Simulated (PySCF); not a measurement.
C₄H₁₃NO₂Si, SMILES CCO[Si](N)(O)CC at its GFN2-xTB optimised geometry (Å):

```
21

C     -2.0357     2.6085     0.0642
C     -2.1602     1.0948    -0.0149
O     -0.8800     0.5171     0.0000
Si    -0.5332    -1.0727     0.0000
N     -1.3365    -1.8824    -1.2967
O     -1.1498    -1.8955     1.2749
C      1.3681    -1.0727     0.0000
C      1.9334    -2.4881    -0.0328
H     -1.4571     2.9762    -0.7788
H     -1.5264     2.8925     0.9814
H     -3.0219     3.0645     0.0475
H     -2.6759     0.7985    -0.9346
H     -2.7424     0.7128     0.8319
H     -1.1203    -1.6009    -2.2387
H     -1.4117    -2.8846    -1.2430
H     -0.9111    -1.6287     2.1584
H      1.7518    -0.5599     0.8825
H      1.7470    -0.5203    -0.8589
H      3.0219    -2.4789     0.0001
H      1.5695    -3.0645     0.8146
H      1.6247    -3.0004    -0.9411
```

Method: PySCF with CAM-B3LYP/def2-SVP. Cells within 0.4 Å of a nucleus heavier than hydrogen are left out (blank, or x).

Map of the electron localisation function on the plane z = 0.0 Å:

```
|0000000000000000000000000000000|
|0000000000000000000000000000000|
|0000000000000000000000000000000|
|0000035300000000000000000000000|
|0000699841000000000000000000000|
|0003999983332000000000000000000|
|0006999995564100000000000000000|
|000699999xx75200000000000000000|
|000279997xx55100000000000000000|
|0000124564442000000000000000000|
|0000000289950000000000000000000|
|000000124x542565200000000000000|
|000000251xx77887300000000000000|
|000000366x48xx87200000000000000|
|000000255447xx75000110000000000|
|0000000121268872012332000000000|
|0000000000147211564564100000000|
|0000000000010xx0982x55200000000|
|0000000000111xx199xx24100000000|
|0000000000120560984286112320000|
|0000000000011002657996689983000|
|00000000000011111156xx999996000|
|00000000000000000143xx999997000|
|0000000000000000015633899995000|
|0000000000000000014654479971000|
|0000000000000000001332113420000|
|0000000000000000000000000000000|
|0000000000000000000000000000000|
|0000000000000000000000000000000|
|0000000000000000000000000000000|
|0000000000000000000000000000000|
```
Scale: ten equal steps from 0.000 (start of '0') to 0.999 (end of '9'), in the order '0123456789'; x runs from -5.50 to 5.50, y from -5.50 (bottom) to 5.50 (top).
